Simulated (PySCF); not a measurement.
**Two-dimensional NMR puzzle**

Compound of formula C₆H₁₂OSi₂. Correlations simulated from computed shifts and the bond graph:

HSQC (one-bond C–H):
```csv
δH,δC
5.96,142.0
5.65,116.4
2.46,25.4
2.28,6.1
```

COSY cross peaks (H two or three bonds apart, from the bond graph; peaks can be absent where the dihedral angle is near 90°):
```csv
δH,δH
5.96,5.65
5.96,2.46
4.95,2.46
```

HMBC (two and three bonds, from the bond graph):
```csv
δH,δC
5.96,"116.4, 83.1, 25.4"
5.65,"142.0, 103.4, 83.1, 25.4"
4.95,"142.0, 25.4"
2.46,"142.0, 116.4"
2.28,"103.4, 83.1"
```

Carbons without hydrogens: δ 103.4, 83.1.

PySCF calculation with geometry from GFN2-xTB and shieldings: GIAO PBE0/pcSseg-1; gas phase, averaged over atoms made equivalent by symmetry, fast rotation or ring inversion, one conformer, non-relativistic.

Shifts are taken against calculated references (same method and geometry level): 1H (31.72 ppm) and 13C (186.93 ppm) vs TMS.

Exchangeable hydrogens are left out of these lists.

**Question.** Which molecule is this?

**Answer.** SMILES CC#C/C=C\C[SiH2]O[SiH3].

Atoms are numbered as in `[CH3:1][C:2]#[C:3]/[CH:4]=[CH:5]\[CH2:6][SiH2:7][O:8][SiH3:9]`. Hydrogens are named by the atom that carries them.

1. δC 142.0 is C5, an alkene CH (δH 5.96).
2. δC 116.4 is C4, an alkene CH (δH 5.65).
3. δC 103.4 is C2, an alkyne carbon.
4. δC 83.1 is C3, an alkyne carbon.
5. δC 25.4 is C6, an allylic sp3 CH2 bonded to Si (δH 2.46).
6. δC 6.1 is C1, a propargylic methyl carbon (δH 2.28).
7. HMBC from δH 5.96 reaches the proton-free carbon C3.
8. HMBC from δH 5.65 reaches the proton-free carbons C2, C3.
9. HMBC from δH 2.28 reaches the proton-free carbons C2, C3.
10. COSY links 5.96–5.65, 5.96–2.46, 4.95–2.46.

The data come from this structure; uniqueness wasn't tested.

Shifts are as computed. Against solution values, carbons near 30 ppm lie about +3 ppm off and those near 130 ppm about +5 ppm. Of 1211 compounds with measured shifts, 218 miss one by over three times the rms of a fit or turn the order of signals round; such compounds aren't used in these exercises.
